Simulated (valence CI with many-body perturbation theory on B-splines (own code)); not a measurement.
# E1 transitions of Ti¹⁵⁺

Method: valence CI with perturbative core correlation (CI+MBPT): five valence electrons over a frozen Dirac-Fock core [He], radial functions for each j: 11 s, 11 p, 10 d, 8 f, 5 g, 2 h, with the one-electron correlation potential Σ1, the two-electron term Σ2, the three-electron term Σ3, Breit, model QED; selected CI, second order for the rest, scaled by the run's own slope (own B-spline code, finite nucleus).

No measured spectrum was set against this ion. As an estimate, levels of excited configurations hold to 0.05 to 0.15 % of their energy, terms of the ground configuration to about 0.5 %. Among the levels kept, up to 5400 cm⁻¹ of a level comes from second order outside the variational space, and about a tenth of that is noise between levels of different J, which matters for small intervals.

Lines 201 to 250 of 576 in falling wavelength, among levels below 745.16 eV, chosen from the strongest by gf and those to the six lowest levels. Wavelengths and rates use the calculated energies, so an error of 500 cm⁻¹ moves a line at 190.0 Å by 0.095 % and its rate by three times that or more. Electric multipoles are in the length gauge with retardation, E1 and E2 with the static RPA response of the core. Weak lines are less certain than strong ones. Lines between different terms over intervals too small for the method are left out, as are lines whose strength nearly cancels. Where a level lies close to another of its J and parity, the split of strength between their lines is uncertain. The highest levels of a list are the least certain.

Names give the largest LS component (configuration and term), which can be under half, so a name can repeat, a term be missing and a line seem to break the LS rules; names also repeat where a configuration has a term twice. Letters in brackets count levels of one name in rising energy.

| λ vac (Å) | Upper | Lower | A (s⁻¹) | S (a.u.) with core polarisation | S without |
| --- | --- | --- | --- | --- | --- |
| 190.0 | 2s 2p3 3p 2F_7/2 [a] | 2s2 2p2 3p 2D°_5/2 [a] | 3.03e+09 | 8.21e-02 | 8.24e-02 |
| 188.2 | 2s 2p3 3d 4F°_9/2 [a] | 2s2 2p2 3d 4F_9/2 | 2.03e+09 | 6.69e-02 | 6.71e-02 |
| 187.7 | 2s 2p3 3d 4D°_7/2 [b] | 2s2 2p2 3d 4P_5/2 | 2.32e+09 | 6.05e-02 | 6.08e-02 |
| 185.2 | 2s 2p3 3d 4P°_5/2 [a] | 2s2 2p2 3d 4P_3/2 | 3.00e+09 | 5.64e-02 | 5.67e-02 |
| 184.9 | 2s 2p3 3p 4D_7/2 [a] | 2s2 2p2 3p 4P°_5/2 | 2.74e+09 | 6.85e-02 | 6.87e-02 |
| 184.4 | 2s 2p3 3d 4G°_11/2 | 2s2 2p2 3d 4F_9/2 | 2.40e+09 | 8.90e-02 | 8.95e-02 |
| 183.9 | 2s 2p3 3d 4F°_7/2 [a] | 2s2 2p2 3d 4F_7/2 | 2.91e+09 | 7.14e-02 | 7.17e-02 |
| 182.8 | 2s 2p3 3s 4D°_7/2 | 2s2 2p2 3s 4P_5/2 | 7.44e+09 | 1.79e-01 | 1.80e-01 |
| 182.3 | 2s 2p3 3p 4D_5/2 [a] | 2s2 2p2 3p 4P°_3/2 | 3.42e+09 | 6.14e-02 | 6.17e-02 |
| 181.3 | 2s 2p3 3p 4F_9/2 | 2s2 2p2 3p 4D°_7/2 | 4.09e+09 | 1.20e-01 | 1.21e-01 |
| 179.2 | 2s 2p3 3d 4F°_5/2 [a] | 2s2 2p2 3d 4F_5/2 | 3.52e+09 | 6.00e-02 | 6.02e-02 |
| 178.8 | 2s 2p3 3d 4G°_9/2 | 2s2 2p2 3d 4F_7/2 | 1.97e+09 | 5.55e-02 | 5.59e-02 |
| 178.3 | 2p5 2P°_3/2 | 2s 2p4 2P_3/2 | 2.11e+10 | 2.36e-01 | 2.37e-01 |
| 178.3 | 2s 2p3 3p 2F_5/2 [a] | 2s2 2p2 3p 2D°_3/2 [a] | 3.25e+09 | 5.46e-02 | 5.48e-02 |
| 177.0 | 2s 2p3 3s 4D°_5/2 | 2s2 2p2 3s 4P_3/2 | 8.33e+09 | 1.37e-01 | 1.37e-01 |
| 176.7 | 2s 2p3 3d 4F°_3/2 [a] | 2s2 2p2 3d 4F_3/2 | 5.45e+09 | 5.94e-02 | 5.96e-02 |
| 176.3 | 2p5 2P°_1/2 | 2s 2p4 2P_1/2 | 2.06e+10 | 1.11e-01 | 1.12e-01 |
| 176.1 | 2s 2p3 3p 4D_3/2 [a] | 2s2 2p2 3p 4D°_1/2 [b] | 5.55e+09 | 5.99e-02 | 6.01e-02 |
| 175.3 | 2s 2p3 3p 4F_7/2 | 2s2 2p2 3p 4D°_5/2 | 2.73e+09 | 5.82e-02 | 5.85e-02 |
| 172.9 | 2s 2p3 3p 2D_5/2 [a] | 2s2 2p2 3p 2P°_3/2 [a] | 5.14e+09 | 7.87e-02 | 7.90e-02 |
| 169.7 | 2s 2p4 4P_5/2 | 2s2 2p3 4S°_3/2 | 8.91e+09 | 1.29e-01 | 1.29e-01 |
| 169.3 | 2s 2p3 3s 4D°_3/2 | 2s2 2p2 3s 4P_1/2 | 5.99e+09 | 5.74e-02 | 5.76e-02 |
| 167.2 | 2s 2p4 2D_5/2 | 2s2 2p3 2P°_3/2 | 4.09e+09 | 5.66e-02 | 5.69e-02 |
| 166.2 | 2s 2p3 3p 4F_3/2 | 2s2 2p2 3p 4D°_1/2 [a] | 6.15e+09 | 5.57e-02 | 5.60e-02 |
| 163.6 | 2p5 2P°_1/2 | 2s 2p4 2P_3/2 | 1.62e+10 | 7.00e-02 | 7.03e-02 |
| 162.4 | 2s 2p4 2D_3/2 | 2s2 2p3 2P°_1/2 | 2.30e+09 | 1.94e-02 | 1.95e-02 |
| 161.1 | 2s 2p4 4P_3/2 | 2s2 2p3 4S°_3/2 | 1.06e+10 | 8.78e-02 | 8.82e-02 |
| 160.5 | 2s 2p3 3d 4P°_3/2 [b] | 2s2 2p2 3d 4P_5/2 | 8.13e+09 | 6.64e-02 | 6.67e-02 |
| 157.7 | 2s 2p4 4P_1/2 | 2s2 2p3 4S°_3/2 | 1.16e+10 | 4.48e-02 | 4.50e-02 |
| 156.1 | 2s 2p3 3d 4F°_9/2 [b] | 2s2 2p2 3d 4F_9/2 | 6.50e+09 | 1.22e-01 | 1.23e-01 |
| 154.2 | 2s 2p3 3d 4P°_5/2 [b] | 2s2 2p2 3d 4D_7/2 | 5.86e+09 | 6.36e-02 | 6.39e-02 |
| 154.1 | 2s 2p3 3p 4S_3/2 | 2s2 2p2 3p 4P°_5/2 | 8.95e+09 | 6.46e-02 | 6.49e-02 |
| 153.9 | 2s 2p3 3p 4D_7/2 [b] | 2s2 2p2 3p 4D°_7/2 | 1.02e+10 | 1.47e-01 | 1.48e-01 |
| 153.7 | 2s 2p3 3s 4P°_5/2 | 2s2 2p2 3s 4P_5/2 | 1.37e+10 | 1.47e-01 | 1.48e-01 |
| 153.3 | 2s 2p3 3p 2D_5/2 [b] | 2s2 2p2 3p 2D°_5/2 [a] | 1.09e+10 | 1.17e-01 | 1.17e-01 |
| 152.1 | 2s 2p3 3d 2P°_1/2 [b] | 2s2 2p2 3d 2D_3/2 [a] | 1.38e+10 | 4.80e-02 | 4.82e-02 |
| 151.8 | 2s 2p3 3d 2F°_7/2 [b] | 2s2 2p2 3d 2F_7/2 [a] | 8.31e+09 | 1.15e-01 | 1.15e-01 |
| 151.6 | 2s 2p3 3p 4D_3/2 [b] | 2s2 2p2 3p 4P°_3/2 | 7.00e+09 | 4.81e-02 | 4.83e-02 |
| 150.9 | 2s 2p3 3d 2D°_5/2 [b] | 2s2 2p2 3d 2F_7/2 [a] | 5.64e+09 | 5.74e-02 | 5.76e-02 |
| 150.8 | 2s 2p3 3d 4D°_7/2 [c] | 2s2 2p2 3d 4D_7/2 | 3.76e+09 | 5.10e-02 | 5.12e-02 |
| 150.5 | 2s 2p3 3s 4P°_1/2 | 2s2 2p2 3s 4P_3/2 | 1.76e+10 | 5.93e-02 | 5.95e-02 |
| 150.0 | 2s 2p3 3p 4D_5/2 [b] | 2s2 2p2 3p 4D°_5/2 | 5.45e+09 | 5.45e-02 | 5.48e-02 |
| 149.6 | 2s 2p3 3d 4D°_7/2 [c] | 2s2 2p2 3d 4F_9/2 | 5.84e+09 | 7.71e-02 | 7.74e-02 |
| 149.5 | 2s 2p3 3s 2P°_3/2 [a] | 2s2 2p2 3s 2P_3/2 | 1.29e+10 | 8.48e-02 | 8.52e-02 |
| 149.1 | 2s 2p3 3d 2D°_3/2 [b] | 2s2 2p2 3d 2F_5/2 | 6.89e+09 | 4.51e-02 | 4.53e-02 |
| 149.0 | 2s 2p3 3d 2P°_3/2 [b] | 2s2 2p2 3d 2D_5/2 [a] | 1.36e+10 | 8.88e-02 | 8.91e-02 |
| 148.4 | 2s 2p3 3d 4P°_5/2 [b] | 2s2 2p2 3d 4F_7/2 | 6.48e+09 | 6.27e-02 | 6.29e-02 |
| 148.0 | 2s 2p3 3p 4P_5/2 [c] | 2s2 2p2 3p 4D°_7/2 | 5.36e+09 | 5.14e-02 | 5.16e-02 |
| 146.9 | 2s 2p3 3p 4P_5/2 [c] | 2s2 2p2 3p 4P°_5/2 | 7.13e+09 | 6.70e-02 | 6.73e-02 |
| 145.8 | 2s 2p3 3d 2F°_5/2 [b] | 2s2 2p2 3d 2F_5/2 | 5.22e+09 | 4.79e-02 | 4.81e-02 |
